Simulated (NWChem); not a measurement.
System: GeSiH$_{5}$OCl; SMILES O[SiH2][GeH2][Cl]

Input file for NWChem:

```
start job
memory heap 200 mb stack 900 mb global 1100 mb
geometry units angstroms noautoz
  O      1.358301     1.906169    -0.320203
  Si    -0.224374     1.807553     0.178046
  Ge    -0.786538    -0.506611    -0.071250
  Cl     1.219604    -1.365531     0.242669
  H      1.861191     1.092260    -0.174364
  H     -1.056988     2.691427    -0.682843
  H     -0.422334     2.186807     1.610303
  H     -1.694322    -1.157312     0.987739
  H     -1.215815    -0.972635    -1.474374
end
basis spherical
  * library pcseg-2
end
dft
  xc b3lyp
  iterations 150
  semidirect filesize 400000000
  mulliken
end
task dft energy
```

NWChem printed, in part:

```
             Northwest Computational Chemistry Package (NWChem) 7.3.0
             --------------------------------------------------------

 C1  symmetry detected

                             Geometry "geometry" -> ""
                             -------------------------

 Output coordinates in angstroms (scale by  1.889725989 to convert to a.u.)

  No.       Tag          Charge          X              Y              Z
 ---- ---------------- ---------- -------------- -------------- --------------
    1 O                    8.0000     1.29062131     1.88064942    -0.35249016
    2 Si                  14.0000    -0.26226253     1.73068620     0.22100801
    3 Ge                  32.0000    -0.78854828    -0.58613850    -0.07711692
    4 Cl                  17.0000     1.24825999    -1.40985125     0.10674125
    5 H                    1.0000     1.81696148     1.07385318    -0.25942527
    6 H                    1.0000    -1.15567773     2.62321642    -0.56690588
    7 H                    1.0000    -0.39482254     2.05881950     1.67329526
    8 H                    1.0000    -1.62762564    -1.29088837     1.00372446
    9 H                    1.0000    -1.27900558    -1.01589950    -1.47173916

 Effective nuclear repulsion energy (a.u.)     445.1173709941

                                 NWChem DFT Module
                                 -----------------

 Summary of "ao basis" -> "ao basis" (spherical)
 ------------------------------------------------------------------------------
       Tag                 Description            Shells   Functions and Types
 ---------------- ------------------------------  ------  ---------------------
 O                          pcseg-2                 10       30   4s3p2d1f
 Si                         pcseg-2                 12       34   5s4p2d1f
 Ge                         pcseg-2                 15       43   6s5p3d1f
 Cl                         pcseg-2                 12       34   5s4p2d1f
 H                          pcseg-2                  6       14   3s2p1d

            General Information
            -------------------
          SCF calculation type: DFT
          Wavefunction type:  closed shell.
          No. of atoms     :     9
          No. of electrons :    76
           Alpha electrons :    38
            Beta electrons :    38
          Charge           :     0
          Spin multiplicity:     1
          Use of symmetry is: off; symmetry adaption is: off
          Maximum number of iterations: 150
          AO basis - number of functions:   211
                     number of shells:    79
          Convergence on energy requested:  1.00D-06
          Convergence on density requested:  1.00D-05
          Convergence on gradient requested:  5.00D-04

              XC Information
              --------------
                         B3LYP Method XC Potential
                     Hartree-Fock (Exact) Exchange  0.200
                        Slater Exchange Functional  0.800 local
                    Becke 1988 Exchange Functional  0.720 non-local
              Lee-Yang-Parr Correlation Functional  0.810
                  VWN I RPA Correlation Functional  0.190 local

             Grid Information
             ----------------
          Grid used for XC integration:  medium
          Radial quadrature: Mura-Knowles
          Angular quadrature: Lebedev.
          Tag              B.-S. Rad. Rad. Pts. Rad. Cut. Ang. Pts.
          ---              ---------- --------- --------- ---------
          O                   0.60       49          13.0       434
          Si                  1.10       88          11.0       590
          Ge                  1.25      112          11.0       590
          Cl                  1.00       88          13.0       590
          H                   0.35       45          13.0       434
          Grid pruning is: on
          Number of quadrature shells:   562
          Spatial weights used:  Erf1

      Superposition of Atomic Density Guess
      -------------------------------------

 Sum of atomic energies:       -2900.91074322

      Non-variational initial energy
      ------------------------------

 Total energy =   -2902.019794
 1-e energy   =   -4925.649446
 2-e energy   =    1578.512282
 HOMO         =      -0.302084
 LUMO         =      -0.018073

------------------------------------------------------------
EAF file 0: "./job.aoints.0" size=675807232 bytes
------------------------------------------------------------
               write      read    awrite     aread      wait
               -----      ----    ------     -----      ----
     calls:     1289         0         0         0         0
   data(b): 6.76e+08  0.00e+00  0.00e+00  0.00e+00
   time(s): 0.00e+00  0.00e+00  0.00e+00  0.00e+00  0.00e+00
rate(mb/s): 0.00e+00  0.00e+00
------------------------------------------------------------

     ---------------------------------------------
      Total Density - Mulliken Population Analysis
     ---------------------------------------------

    Atom       Charge   Shell Charges
 -----------   ------   -------------------------------------------------------
    1 O    8     8.81   2.00  0.63  0.86  0.24  2.16  2.28  0.62  0.00  0.01  0.00
    2 Si  14    13.14   2.00  0.47  1.52  0.75  0.46  5.92  0.48  1.18  0.19  0.01  0.15  0.02
    3 Ge  32    31.51   2.00  2.00  1.16  0.81  0.64  0.77  6.00  5.91  0.46  1.36  0.26  9.71  0.35  0.08  0.02
    4 Cl  17    17.45   2.01  0.38  1.60  1.05  0.92  5.92  1.05  3.15  1.37  0.00  0.01  0.00
    5 H    1     0.67   0.31  0.25  0.02  0.02  0.06  0.01
    6 H    1     1.12   0.37  0.58  0.15  0.00  0.02  0.00
    7 H    1     1.13   0.37  0.59  0.16  0.00  0.02  0.00
    8 H    1     1.08   0.36  0.55  0.15  0.00  0.01  0.00
    9 H    1     1.09   0.36  0.56  0.15  0.00  0.01  0.00

   convergence    iter        energy       DeltaE   RMS-Dens  Diis-err
 ---------------- ----- ----------------- --------- --------- ---------
 d= 0,ls=0.0,diis     1  -2905.1223949247 -3.35D+03  5.48D-03  1.46D+00
 d= 0,ls=0.0,diis     2  -2905.0517970862  7.06D-02  4.04D-03  1.57D+00
 d= 0,ls=0.0,diis     3  -2905.1920520445 -1.40D-01  9.79D-04  2.95D-01
 d= 0,ls=0.0,diis     4  -2905.2164172231 -2.44D-02  3.82D-04  7.66D-03
 d= 0,ls=0.0,diis     5  -2905.2173401714 -9.23D-04  1.15D-04  1.45D-03
  Resetting Diis
 d= 0,ls=0.0,diis     6  -2905.2175036966 -1.64D-04  1.92D-05  5.15D-05
 d= 0,ls=0.0,diis     7  -2905.2175067451 -3.05D-06  9.42D-06  2.19D-06
 d= 0,ls=0.0,diis     8  -2905.2175066342  1.11D-07  5.05D-06  3.71D-06

         Total DFT energy =    -2905.217506634196
      One electron energy =    -4927.215774776880
           Coulomb energy =     1715.779838667018
    Exchange-Corr. energy =     -138.898941518455
 Nuclear repulsion energy =      445.117370994122

 Numeric. integr. density =       75.999971231165

                       DFT Final Molecular Orbital Analysis
                       ------------------------------------

 Vector   36  Occ=2.000000D+00  E=-3.298414D-01
              MO Center=  5.5D-01,  1.3D+00,  7.9D-02, r^2= 4.3D+00
   Bfn.  Coefficient  Atom+Function         Bfn.  Coefficient  Atom+Function
  ----- ------------  ---------------      ----- ------------  ---------------
     7      0.309517  1 O  pz                10      0.261689  1 O  pz
   120      0.199045  4 Cl py               171     -0.188301  7 H  s
    13      0.176501  1 O  pz               157      0.163198  6 H  s
   121      0.148947  4 Cl pz               170     -0.137189  7 H  s
   158      0.126508  6 H  s                156      0.125274  6 H  s

 Vector   37  Occ=2.000000D+00  E=-3.180815D-01
              MO Center=  6.0D-01, -1.2D+00,  6.7D-02, r^2= 3.2D+00
   Bfn.  Coefficient  Atom+Function         Bfn.  Coefficient  Atom+Function
  ----- ------------  ---------------      ----- ------------  ---------------
   121      0.467341  4 Cl pz               124      0.295616  4 Cl pz
   115     -0.230462  4 Cl pz               118      0.222589  4 Cl pz
   185     -0.134129  8 H  s                184     -0.115739  8 H  s
   120     -0.114290  4 Cl py                82     -0.113703  3 Ge pz
   199      0.109810  9 H  s                198      0.099123  9 H  s

 Vector   38  Occ=2.000000D+00  E=-2.917239D-01
              MO Center= -5.0D-02,  2.1D-01,  7.8D-02, r^2= 4.5D+00
   Bfn.  Coefficient  Atom+Function         Bfn.  Coefficient  Atom+Function
  ----- ------------  ---------------      ----- ------------  ---------------
    81      0.282613  3 Ge py               120     -0.266290  4 Cl py
    43     -0.218905  2 Si py               123     -0.192012  4 Cl py
    70      0.181671  3 Ge s                 75     -0.162814  3 Ge py
   114      0.132418  4 Cl py                78      0.130597  3 Ge py
   117     -0.129597  4 Cl py               171     -0.126616  7 H  s

 Vector   39  Occ=0.000000D+00  E=-5.497696D-02
              MO Center= -5.5D-01,  1.4D-01,  6.3D-02, r^2= 5.7D+00
   Bfn.  Coefficient  Atom+Function         Bfn.  Coefficient  Atom+Function
  ----- ------------  ---------------      ----- ------------  ---------------
    83      0.440035  3 Ge px                70      0.391151  3 Ge s
    45      0.386347  2 Si px               112     -0.356134  4 Cl s
    80      0.328366  3 Ge px                 4     -0.305234  1 O  s
   122      0.272724  4 Cl px                42      0.226255  2 Si px
   119      0.188657  4 Cl px                84     -0.166189  3 Ge py

 Vector   40  Occ=0.000000D+00  E=-1.181153D-02
              MO Center= -8.0D-01, -1.3D-01, -7.8D-03, r^2= 7.3D+00
   Bfn.  Coefficient  Atom+Function         Bfn.  Coefficient  Atom+Function
  ----- ------------  ---------------      ----- ------------  ---------------
    70      1.652027  3 Ge s                 46      0.659762  2 Si py
   200     -0.651076  9 H  s                 35     -0.545657  2 Si s
   186     -0.467858  8 H  s                 69      0.272360  3 Ge s
     4      0.268266  1 O  s                 43      0.265124  2 Si py
    45     -0.240950  2 Si px                84      0.220699  3 Ge py

 Vector   41  Occ=0.000000D+00  E=-5.499451D-03
              MO Center= -4.3D-01,  5.4D-01, -4.6D-02, r^2= 6.0D+00
   Bfn.  Coefficient  Atom+Function         Bfn.  Coefficient  Atom+Function
  ----- ------------  ---------------      ----- ------------  ---------------
   186      0.825874  8 H  s                 85     -0.693083  3 Ge pz
   200     -0.559817  9 H  s                172      0.555585  7 H  s
    47     -0.474854  2 Si pz                84      0.446158  3 Ge py
    45      0.335761  2 Si px               158     -0.319797  6 H  s
    46      0.317667  2 Si py                 4     -0.301828  1 O  s

------------------------------------------------------------
EAF file 0: "./job.aoints.0" size=1211629568 bytes
------------------------------------------------------------
               write      read    awrite     aread      wait
               -----      ----    ------     -----      ----
     calls:     2311         7         0     16170     16170
   data(b): 1.21e+09  3.67e+06  0.00e+00  8.48e+09
   time(s): 0.00e+00  0.00e+00  0.00e+00  0.00e+00  0.00e+00
rate(mb/s): 0.00e+00  0.00e+00
------------------------------------------------------------

     ---------------------------------------------
      Total Density - Mulliken Population Analysis
     ---------------------------------------------

    Atom       Charge   Shell Charges
 -----------   ------   -------------------------------------------------------
    1 O    8     8.51   2.00  0.61  0.84  0.30  2.04  1.99  0.71  0.00  0.01  0.00
    2 Si  14    13.20   2.01  0.45  1.52  0.81  0.36  5.90  0.62  1.20  0.07  0.01  0.23  0.02
    3 Ge  32    31.82   2.00  2.00  1.16  0.79  0.76  0.69  6.00  5.91  0.62  1.49  0.17  9.64  0.44  0.12  0.02
    4 Cl  17    17.29   2.01  0.36  1.60  1.08  0.89  5.91  1.09  2.92  1.40  0.00  0.02  0.00
    5 H    1     0.80   0.40  0.27  0.02  0.02  0.08  0.01
    6 H    1     1.14   0.41  0.57  0.15  0.00  0.02  0.00
    7 H    1     1.15   0.41  0.57  0.15  0.00  0.02  0.00
    8 H    1     1.05   0.39  0.51  0.13  0.00  0.01  0.00
    9 H    1     1.05   0.39  0.51  0.13  0.00  0.01  0.00

     -------------------------------------------
      Total Density - Lowdin Population Analysis
     -------------------------------------------

    Atom       Charge   Shell Charges
 -----------   ------   -------------------------------------------------------
    1 O    8     8.17   1.99  0.55  0.56  0.30  1.87  1.96  0.91  0.00  0.03  0.00
    2 Si  14    13.23   1.99  0.79  1.13  0.48  0.31  5.70  0.80  1.14  0.45  0.01  0.35  0.07
    3 Ge  32    31.98   2.00  2.00  1.11  0.82  0.54  0.46  5.98  5.58  0.96  1.36  0.56  9.40  0.66  0.49  0.07
    4 Cl  17    16.91   1.95  0.83  1.17  0.91  0.80  5.72  1.39  2.58  1.52  0.00  0.02  0.00
    5 H    1     1.12   0.34  0.27  0.10  0.04  0.29  0.07
    6 H    1     1.17   0.39  0.52  0.21  0.00  0.05  0.00
    7 H    1     1.18   0.39  0.52  0.21  0.00  0.05  0.00
    8 H    1     1.12   0.36  0.47  0.22  0.00  0.07  0.01
    9 H    1     1.12   0.36  0.47  0.22  0.00  0.07  0.01

     Multipole analysis of the density
     ---------------------------------

     L   x y z        total         alpha         beta         nuclear
     -   - - -        -----         -----         ----         -------
     0   0 0 0     -0.000000    -38.000000    -38.000000     76.000000

     1   1 0 0     -0.815951     -0.407976     -0.407976     -0.000000
     1   0 1 0      0.059314      0.029657      0.029657     -0.000000
     1   0 0 1      0.115681      0.057840      0.057840     -0.000000

     2   2 0 0    -37.691158   -143.391598   -143.391598    249.092037
     2   1 1 0     -0.705560      0.641830      0.641830     -1.989220
     2   1 0 1      0.351105      1.011320      1.011320     -1.671536
     2   0 2 0    -42.139491   -253.161479   -253.161479    464.183466
     2   0 1 1      1.020998     -0.951010     -0.951010      2.923018
     2   0 0 2    -39.128412    -34.605342    -34.605342     30.082271
```

Level: B3LYP/pcseg-2. The geometry was optimised at PBE0/def2-SVP. B3LYP is NWChem's, with the RPA form of VWN correlation.
